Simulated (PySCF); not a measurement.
SMILES O=C[SiH2]C[SiH3] (C2H8OSi2), GFN2-xTB optimised geometry.

```
13

O      0.98     1.77     1.00
C      1.77     0.88     0.84
Si     1.28    -0.78     0.00
C     -0.60    -0.78     0.00
Si    -1.46     0.95     0.00
H      2.82     1.03     1.17
H      1.92    -1.84     0.78
H      1.89    -0.73    -1.34
H     -0.96    -1.32     0.87
H     -0.96    -1.34    -0.86
H     -1.59     1.47     1.35
H     -2.82     0.67    -0.49
H     -0.83     1.84    -0.97
```

Density from CAM-B3LYP/def2-TZVP in PySCF at that geometry.

Minimum of the electron density along straight lines between bonded atoms, close to the bond critical point (lines longer than 1.1 times the sum of covalent radii, or with two minima, are not listed):

```csv
bond,length / Å,ρ at the minimum / e bohr⁻³,∇²ρ there / e bohr⁻⁵,position (fraction from the first atom)
O1–C2,1.206,…,…,0.67
C2–Si3,1.917,0.117,0.16,0.62
Si3–C4,1.885,0.120,0.14,0.39
C4–Si5,1.923,…,0.13,0.61
C2–H6,1.110,0.277,-0.98,0.65
Si3–H7,1.468,0.125,0.16,0.49
Si3–H8,1.467,0.125,0.17,0.49
C4–H9,1.091,0.270,-0.88,0.64
C4–H10,1.090,0.271,-0.89,0.64
Si5–H11,1.457,0.128,0.18,0.49
Si5–H12,1.476,0.123,0.17,0.49
Si5–H13,1.459,0.127,0.18,0.49
```

Question: Some entries are withheld; supply them.

Answer: 
- O1–C2, ρ at the minimum / e bohr⁻³: 0.421
- O1–C2, ∇²ρ there / e bohr⁻⁵: -0.02
- C4–Si5, ρ at the minimum / e bohr⁻³: 0.110
